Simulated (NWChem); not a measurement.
Species: SiH3I; SMILES [SiH3]I

```xyz
5

Si     0.0000     0.0000     1.7999
I      0.0000     0.0000    -0.6491
H      1.0827     0.9065     2.2738
H      0.2437    -1.3908     2.2738
H     -1.3263     0.4844     2.2738
```
Atoms are numbered in this order, from 1.

Results from NWChem. Structure relaxed at the PBE0/def2-SVP level. def2 effective core potentials on I; no spin-orbit coupling. Vertical excitations in the gas phase; the lowest state need not have the same character in each row.

```csv
level,"lowest excitation, singlet (eV)",oscillator strength of that lowest state,orbital gap (eV)
"PBE/def2-SVP, full TDDFT",5.18,0.004,4.96
"B3LYP/def2-SVP, full TDDFT",5.45,0.004,6.52
"LDA (Slater exchange, VWN5)/def2-SVP, full TDDFT",?,0.004,?
"Hartree-Fock/def2-SVP, TDHF",6.61,0.005,12.98
```

Question: Complete the blanks.

Answer: 
- LDA (Slater exchange, VWN5)/def2-SVP, full TDDFT, lowest excitation, singlet (eV): 5.08
- LDA (Slater exchange, VWN5)/def2-SVP, full TDDFT, orbital gap (eV): 4.83
